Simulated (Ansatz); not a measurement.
```xyz
2

Cr    0.0000    0.0000    0.0000
C     0.0000    0.0000    2.0000
```

Basis set: pcseg-2 (spherical functions). Charge 0, multiplicity 3.

Computed with Ansatz (development build ahead of 0.2.0); each method stands on the lowest determinant of its kind that the runs found. Restricted functionals stand beside restricted open-shell atoms, which can lie above the unrestricted atoms usual in DFT and then raise those values.

The atomization energy at this shape (free ground-state atoms in the same class of orbitals less the molecule, no zero-point energy) of triplet CrC:

| method | atomization energy |
| --- | --- |
| r²SCAN (unrestricted) | 2.38 eV |
| PBE0 (unrestricted) | 2.25 eV |
| PBE (restricted open-shell) | 1.70 eV |
| UHF | 1.28 eV |
| ROHF | -5.22 eV |

Problem. What does PBE0 (restricted open-shell) give?

Solution. -0.41 eV. Caution: the shape is not the minimum. Caution for r²SCAN (unrestricted), PBE0 (unrestricted), UHF: the unrestricted determinant is a mixture of spin states. Caution for PBE (restricted open-shell): stretched shape with no unrestricted run beside it, a lower state can exist. Caution for PBE0 (restricted open-shell), ROHF: an unrestricted determinant lies well below. Caution for ROHF: the molecule lies well above its atoms at this level.
